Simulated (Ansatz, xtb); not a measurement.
# Two isomers of BeH2P

We compare X, `[BeH][PH]`, a doublet, with Y, `[Be][PH2]`, a doublet. Both are isolated molecules in the gas phase, relaxed with r2SCAN-D4/def2-SVP.

X (Å):

```xyz
4

Be   -0.2799   -0.8787   -0.1912
P    -0.2267    0.7329    1.0932
H    -1.6501    0.6471    1.2762
H    -0.2734   -1.9213   -1.0293
```

Y (Å):

```xyz
4

Be   -0.3500    0.9197   -0.0568
P    -0.4092   -1.1719   -0.0271
H    -0.7484   -1.1679    1.3659
H     0.9999   -1.2336    0.2300
```

Quicker runs give these differences E(Y) − E(X): GFN2-xTB +30.9 kcal/mol; HF/STO-3G +9.5 kcal/mol (at GFN2-xTB geometries); r2SCAN-D4/def2-SVP//GFN2-xTB +4.7 kcal/mol.

Q: Estimate E(Y) − E(X) at the level CCSD(T)/def2-TZVPP.

A: Calculated at CCSD(T)/def2-TZVPP: E(Y) − E(X) = +8.8 kcal/mol, so structure X lies lower.

How the difference moves with the method:

| level | geometry | E(Y) − E(X) (kcal/mol) | departure from the last row (kcal/mol) | job, with rough time for the two |
| --- | --- | --- | --- | --- |
| GFN2-xTB | GFN2-xTB | +30.9 | +22.1 | optimisation, 0.32 s |
| HF/STO-3G | GFN2-xTB | +9.5 | +0.8 | single point, 0.4 s |
| r2SCAN-D4/def2-SVP//GFN2-xTB | GFN2-xTB | +4.7 | −4.0 | single point, 4.1 s |
| r2SCAN-D4/def2-SVP | r2SCAN-D4/def2-SVP | +7.5 | −1.2 | optimisation, 41 s |
| HF/def2-TZVPP | r2SCAN-D4/def2-SVP | +12.1 | +3.3 | part of the CCSD(T) run |
| MP2/def2-TZVPP | r2SCAN-D4/def2-SVP | +6.9 | −1.8 | part of the CCSD(T) run |
| CCSD(T)/def2-TZVPP | r2SCAN-D4/def2-SVP | +8.8 |  | single point, 23 s |

As drawn, Y has 1 P–H in place of 1 Be–H.

The levels shown agree on the order. The largest departure from CCSD(T)/def2-TZVPP is that of GFN2-xTB, 22.1 kcal/mol.

With harmonic frequencies from r2SCAN-D4/def2-SVP (ideal gas, rigid rotor, one conformer each, 400 K, 1 atm): on the last row, ΔE + ΔZPE = +9.8, ΔH = +9.6, ΔG = +9.8 kcal/mol.

Open shells are spin-unrestricted. The correlated steps freeze 5 core orbitals; the last core shell of Be is correlated, in a basis made for valence electrons. Run with Ansatz 0.2.0, xtb 6.7.1; the last row on 1 thread of Intel(R) Xeon(R) Processor @ 2.50GHz (Skylake/Cascade Lake) on a shared host.
